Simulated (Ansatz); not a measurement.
Z-matrix (Å, degrees):
```
Si
O 1 1.668
C 1 1.858 2 107.2
C 1 1.861 2 111.4 3 123.0
H 1 1.487 2 105.7 3 -117.6
B 2 1.341 1 134.7 3 -123.8
H 3 1.093 1 110.7 2 -174.8
H 3 1.092 1 110.8 2 -55.0
H 3 1.093 1 111.0 2 65.2
H 4 1.092 1 111.6 2 58.7
H 4 1.094 1 109.7 2 178.2
H 4 1.093 1 111.6 2 -62.2
H 6 1.201 2 118.2 1 179.8
H 6 1.205 2 120.6 1 -0.1
```

The species carries charge 0 and has multiplicity 1.

(1) List the ωB97M-V/def2-TZVPP orbital energies in eV (the Gaussian-basis code of Ansatz). (Best estimate.)

Results:

(1) Computed: Occupied: -1807.25, -526.35, -280.99, -280.96, -188.30, -148.24, -102.40, -102.34, -102.32, -31.07, -22.78, -22.03, -18.67, -15.64, -14.94, -14.41, -14.26, -13.71, -13.65, -13.43, -13.26, -11.35, -11.07, -10.43. Lowest empty: 1.39, 2.34, 2.82, 2.85, 3.45, 3.92, 4.16, 4.43.
